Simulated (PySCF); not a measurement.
Species: C₄H₁₃NOSi₂.
Numbering: `[CH3:1][N:2]([CH3:3])[Si@H:4]1[CH2:5][CH2:6][SiH2:7][O:8]1`

Geometry (PBE0-D3(BJ)/def2-SVP, Å), atoms numbered from 1 in this order:
```xyz
21
C4H13NOSi2 angstrom
C      1.8576    1.2273   -0.4684
N      1.3164    0.0547    0.1733
C      2.2171   -0.5893    1.0926
Si    -0.0556   -0.7677   -0.4931
C     -1.1361   -1.5093    0.8668
C     -1.9958   -0.3355    1.3902
Si    -2.4000    0.7530   -0.1101
O     -1.0956    0.3975   -1.1108
H      2.1252    1.9981    0.2789
H      1.1111    1.6670   -1.1457
H      2.7721    1.0099   -1.0570
H      2.5216    0.1019    1.9012
H      1.7374   -1.4573    1.5708
H      3.1463   -0.9499    0.6056
H      0.2737   -1.7222   -1.5963
H     -0.5833   -2.0118    1.6768
H     -1.7758   -2.2805    0.4028
H     -1.4044    0.2749    2.0936
H     -2.8895   -0.6765    1.9373
H     -2.4488    2.2119    0.2016
H     -3.6747    0.3679   -0.7889
```

Probes without a nucleus sit at each ring's centroid and 1 Å off its mean plane on both sides; NICS is minus the shielding there, NICSzz its component along the normal. Level: GIAO PBE0/pcSseg-1 (PySCF, non-relativistic, gas phase) on the PBE0-D3(BJ)/def2-SVP geometry, one conformer.

Ring bond lengths (Å), with Mayer bond orders in brackets: Si4–C5 1.889 (0.88), C5–C6 1.546 (1.01), C6–Si7 1.897 (0.92), Si7–O8 1.682 (0.92), O8–Si4 1.680 (0.89).

**Question.** Give the NICS values of each ring in ppm.

**Answer.** 
```
            ring                                                      type  NICS(0)  NICS(1), two faces  NICS(1)zz, two faces  rms pucker (Å)  centre to ring atoms, mean (Å)
Si4–C5–C6–Si7–O8  5-membered ring with O and 2 Si; formal bonds all single     -5.1         -3.1 / -3.0           -2.9 / -1.4            0.18                            1.46
```

**Question.** What do they say, and how far can they be read as aromaticity?

**Answer.** 
- Si4–C5–C6–Si7–O8: mean NICS(1)zz -2.2 ppm, near zero. Si4, C5, C6, Si7 have four or more neighbours, so the value isn't read as a sign of a π ring current.

**Question.** Give the inner angles of the rings and the Hirshfeld charges of the ring atoms.

**Answer.** 
- Si4–C5–C6–Si7–O8: Si4 100.5° (+0.431 e), C5 105.3° (-0.164 e), C6 106.6° (-0.161 e), Si7 100.6° (+0.400 e), O8 114.1° (-0.315 e); sum 527.2° against 540° for a flat convex ring.

**Question.** How shielded are the nuclei of the rings and their hydrogens (means over atoms taken as equivalent)?

**Answer.** 
```json
{"atoms": "Si4", "environment": "oxygen-bound silicon", "σ isotropic (ppm)": "354.0", "principal values of the symmetric part, first atom (ppm)": "308.3, 376.3, 377.5"}
{"atoms": "C5", "environment": "sp3 carbon bound to silicon", "σ isotropic (ppm)": "175.4", "principal values of the symmetric part, first atom (ppm)": "170.6, 172.8, 182.8"}
{"atoms": "C6", "environment": "sp3 carbon bound to silicon", "σ isotropic (ppm)": "177.9", "principal values of the symmetric part, first atom (ppm)": "165.9, 175.9, 191.9"}
{"atoms": "Si7", "environment": "oxygen-bound silicon", "σ isotropic (ppm)": "351.5", "principal values of the symmetric part, first atom (ppm)": "294.6, 338.8, 421.0"}
{"atoms": "O8", "environment": "siloxane oxygen", "σ isotropic (ppm)": "280.2", "principal values of the symmetric part, first atom (ppm)": "219.1, 295.9, 325.4"}
{"atoms": "H15", "environment": "Si–H hydrogen", "σ isotropic (ppm)": "26.12", "principal values of the symmetric part, first atom (ppm)": "22.3, 23.9, 32.2"}
{"atoms": "H16", "environment": "methylene hydrogen", "σ isotropic (ppm)": "30.09", "principal values of the symmetric part, first atom (ppm)": "26.0, 27.6, 36.6"}
{"atoms": "H17", "environment": "methylene hydrogen", "σ isotropic (ppm)": "30.93", "principal values of the symmetric part, first atom (ppm)": "26.0, 28.1, 38.7"}
{"atoms": "H18", "environment": "methylene hydrogen", "σ isotropic (ppm)": "30.32", "principal values of the symmetric part, first atom (ppm)": "26.0, 28.2, 36.8"}
{"atoms": "H19", "environment": "methylene hydrogen", "σ isotropic (ppm)": "30.42", "principal values of the symmetric part, first atom (ppm)": "25.2, 27.4, 38.7"}
{"atoms": "H20", "environment": "Si–H hydrogen", "σ isotropic (ppm)": "26.14", "principal values of the symmetric part, first atom (ppm)": "22.9, 24.0, 31.6"}
{"atoms": "H21", "environment": "Si–H hydrogen", "σ isotropic (ppm)": "26.33", "principal values of the symmetric part, first atom (ppm)": "22.6, 23.9, 32.5"}
```

**Question.** How do the values depend on the level or the medium?

**Answer.** 
| level | NICS(0), Si4–C5–C6–Si7–O8 | mean NICS(1)zz, Si4–C5–C6–Si7–O8 |
| --- | --- | --- |
| PBE0/pcSseg-1, gas | -5.1 | -2.2 |
| WP04/pcSseg-1, gas | -4.6 | -1.4 |
| PBE0/pcSseg-1, IEF-PCM acetonitrile | -5.2 | -2.2 |
| PBE0/pcSseg-1, IEF-PCM methanol | -5.2 | -2.2 |

The geometry is the same throughout; the continuum's cavity takes Bondi-type radii × 1.2.
